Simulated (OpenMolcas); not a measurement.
# Au4+: moving or changing the point charges

Au4+ among 4 point charges of -1 e arranged as a square (D4h), 2.17 Å from the ion.
```
   2.1700    0.0000    0.0000  -1.00
   0.0000    2.1700    0.0000  -1.00
  -2.1700    0.0000    0.0000  -1.00
   0.0000   -2.1700    0.0000  -1.00
```

```json
{
 "Program": "OpenMolcas",
 "Method": "CASSCF",
 "Basis": "ANO-RCC-VTZP [8s7p5d3f1g]",
 "Scalar Hamiltonian": "DKH2, point nucleus",
 "Active space": "7 electrons in 5 orbitals (5d)",
 "State averaging": "2S+1 = 4 even, 10 roots; 2S+1 = 2 even, 40 roots",
 "Spin-orbit coupling": "state interaction with AMFI integrals over the reference wave functions"
}
```

Runs around this geometry, states (labels of D4, the rotations of D4h). Energies in cm-1 above the lowest state or level, χT in cm3 K/mol.

```csv
R (Å),q (e),Ground state,First state of that spin,First gap with spin-orbit (degeneracies),χT at 300 K,First state of another spin
2.17,-0.65,4A2,4E 454.6,"204.8 (2, 2)",4.707,2A1 15502
1.98,-1,4A2,4E 824.7,"491.1 (2, 2)",4.175,2A1 13759
2.17,-1,4A2,4E 639.4,"338.6 (2, 2)",4.461,2A1 14866
2.36,-1,4A2,4E 490.9,"240.2 (2, 2)",4.660,2A1 15405
```

Taking the first state of the same spin as R^-n, n = -ln(490.9 / 824.7) / ln(2.36 / 1.98) = 3.0 between the shortest and longest distance.

Scaling the charges by -0.65 / -1 = 0.65 scales the first state of the same spin by 454.6 / 639.4 = 0.71; with fixed orbitals a first-order splitting would follow the charge.

Without dynamic correlation the repulsion within the d shell is too large (B by tens of per cent), so at a given field states of lower spin stand too high. Point charges give a weaker field than real ligands, and real ions of this kind are as a rule low spin; the high spin found here belongs to the model. Spin-orbit coupling mixes the spin-free states strongly: the lowest level takes only 42 % from its leading state, 4A2 (figures for R = 2.17, q = -0.65; the like holds for R = 1.98, q = -1, R = 2.17, q = -1, R = 2.36, q = -1). The ground term spreads over less than 5000 cm-1, several times less than with real ligands, so orbital moments are less quenched and χT lies further from the spin-only value than at real sites (holds for R = 2.17, q = -0.65; R = 2.17, q = -1; R = 2.36, q = -1). This shell can be high or low spin here, a state of another spin lies low, and with metal d orbitals alone active their balance is uncertain, so the ground spin may be wrong (holds for R = 1.98, q = -1; R = 2.17, q = -1). This is an electrostatic model: the charges have no orbitals. No measured value stands beside these numbers.
